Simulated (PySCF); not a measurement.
Compound: C5H10O3Si.
SMILES with atom numbers: `[CH3:1][O:2][C:3](=[O:4])[Si@@H:5]1[CH2:6][CH2:7][CH2:8][O:9]1`

NICS is the negative of the GIAO shielding at a point without a nucleus: at the ring centre (0) and 1 Å above and below it (1); zz is the component along the ring normal. Level: GIAO PBE0/pcSseg-1 (PySCF, non-relativistic, gas phase) on the GFN2-xTB geometry, one conformer.

Ring bond lengths (Å), with Mayer bond orders in brackets: Si5–C6 1.905 (0.92), C6–C7 1.529 (1.02), C7–C8 1.529 (1.04), C8–O9 1.414 (0.88), O9–Si5 1.632 (1.02).

Task: Give the NICS values of each ring in ppm.

Result: 
```
           ring                                                    type  NICS(0)  NICS(1), two faces  NICS(1)zz, two faces  rms pucker (Å)  centre to ring atoms, mean (Å)
Si5–C6–C7–C8–O9  5-membered ring with O and Si; formal bonds all single     -6.3         -3.1 / -3.7           -4.0 / -5.0            0.17                            1.34
```

Task: What can be read from them?

Result: 
- Si5–C6–C7–C8–O9: mean NICS(1)zz -4.5 ppm, shielded. Si5, C6, C7, C8 have four or more neighbours, and the NICS criterion for π rings isn't applied.

Task: What field does 11.7 T along the ring normal induce along that normal at the first NICS(1) probe listed for ring Si5–C6–C7–C8–O9, 1 Å off the ring?

Result: NICSzz × B0 = -4.0 ppm × 11.7 T = -47 μT, against the applied field.

Task: Give the inner angles of the rings and the Hirshfeld charges of the ring atoms.

Result: 
- Si5–C6–C7–C8–O9: Si5 94.7° (+0.415 e), C6 100.5° (-0.163 e), C7 107.1° (-0.072 e), C8 109.5° (+0.009 e), O9 114.7° (-0.239 e); sum 526.5° against 540° for a flat convex ring.
